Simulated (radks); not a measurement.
Task: Valence configurations of Yb III (all share [Xe]). All-electron calculation, Dirac Kohn-Sham, PBEsol, spin-unpolarised, spherical densities, point nucleus; open shells fill j = l - 1/2 first. Program: a radial shooting solver on a logarithmic mesh with Libxc functionals. Order these by energy: 4f12.5 6s1 6p0.5; 4f13 6s1; 4f13 6p1; 4f13.5 5d0.5; 4f13 5d1; 4f12 5d0.5 6s1.5; 4f13.5 6p0.5; 4f13.5 6s0.5; 4f12 5d1 6s1; 4f14.

Result: From the lowest, in eV above it: 4f14 0.000; 4f13.5 6s0.5 1.770; 4f13.5 5d0.5 2.298; 4f13.5 6p0.5 3.977; 4f13 6s1 5.249; 4f13 5d1 5.756; 4f13 6p1 9.907; 4f12.5 6s1 6p0.5 13.094; 4f12 5d1 6s1 16.985; 4f12 5d0.5 6s1.5 17.453. NIST lists [Xe] 4f14 as the ground configuration; this level of theory agrees among the configurations tried. The energies are those of spherical spin-averaged densities, not of single terms.
